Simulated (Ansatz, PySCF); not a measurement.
Isomers of CH6Si3. Gas-phase values, no solvent. One relaxed conformer stands for each flexible species; it need not be the lowest. Strings in code marks are SMILES.

Quantity: electronic energy of isomers of CH6Si3 relative to `C1=[SiH][SiH2][SiH2]1`, in kcal/mol. The restricted reference of `C1[SiH]=[SiH][SiH2]1`, `C1=[SiH][SiH2][SiH2]1`, `[SiH2]=C=[SiH][SiH3]`, `C=[Si]1[SiH2][SiH2]1`, `C[Si]1=[SiH][SiH2]1` and `[SiH2]=C[SiH]=[SiH2]` is unstable towards unrestricted orbitals.

Level 1: frozen-core CCSD(T)/cc-pVTZ // PBE0-D3(BJ)/def2-TZVP (Ansatz, a first-principles code)
Level 2: PBE-D3(BJ)/def2-TZVP // PBE0-D3(BJ)/def2-TZVP (PySCF)
Level 3: ωB97X-D3(BJ)/def2-TZVP // PBE0-D3(BJ)/def2-TZVP (PySCF)
Level 4: frozen-core MP2/cc-pVTZ // PBE0-D3(BJ)/def2-TZVP (Ansatz)

| species | level 2 | level 3 | level 4 |
|---|---|---|---|
| `C[Si]1=[SiH][SiH2]1` | 7.70 | 11.5 | 11.2 |
| `[SiH2]=C=[SiH][SiH3]` | 41.2 | 47.1 | 41.5 |
| `C1[SiH]=[SiH][SiH2]1` | -0.56 | 0.97 | 0.75 |
| `[SiH2]=C[SiH]=[SiH2]` (Si–C–Si–Si torsion 48°) | 33.1 | 40.5 | 36.5 |
| `C=[Si]1[SiH2][SiH2]1` | 21.7 | 26.7 | 28.1 |

Task: What does level 1 give for each, and how far do the other levels lie from it on average?

Result: 
- `C[Si]1=[SiH][SiH2]1`: 11.5
- `[SiH2]=C=[SiH][SiH3]`: 40.6
- `C1[SiH]=[SiH][SiH2]1`: 0.96
- `[SiH2]=C[SiH]=[SiH2]` (Si–C–Si–Si torsion 48°): 34.1
- `C=[Si]1[SiH2][SiH2]1`: 25.1
Mean absolute difference from level 1, which has limits of its own, over these rows (drawn at random from the members that have all these levels): level 2 2.10 kcal/mol, level 3 2.89 kcal/mol, level 4 1.36 kcal/mol.
